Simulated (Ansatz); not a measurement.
`B[O][Al]([OH])[F]` + `B[SiH2]O` → `BO[SiH2]B` + `[OH][Al]([OH])[F]`  (ligand exchange at a B–O bond)

Gas-phase electronic energies from Ansatz, PBE0-D4/def2-TZVP geometries. CCSD(T)/CBS adds triple-zeta CCSD(T) − MP2 to the extrapolated MP2 energy (def2 sets, frozen cores). Functionals use def2-TZVPP. HSE06 is defined as in plane-wave codes. Each species was taken in one conformer, which may not be the lowest.

**Question.** Is it downhill or uphill in electronic energy at CCSD(T)/CBS, and by how much? (Best estimate.)

**Answer.** Computed: Downhill: ΔE = -0.04 eV.

**Question.** What do these levels give: PBE-D4, r2SCAN, PBE0, HSE06, HF/def2-SVP, CCSD(T)/def2-SVP? (Best estimate.)

**Answer.** Computed: PBE-D4 -0.04, r2SCAN -0.01, PBE0 -0.01, HSE06 -0.01, HF/def2-SVP 0.08, CCSD(T)/def2-SVP 0.01 eV.

Largest T1 diagnostic among the species: 0.013.

At CCSD(T), def2-SVP lies +0.05 eV from the extrapolated value and def2-TZVPP +0.00 eV. In def2-TZVPP, CCSD(T) changes the Hartree–Fock value by −0.07 eV (the triples alone add −0.01 eV) and MP2 by −0.08 eV.
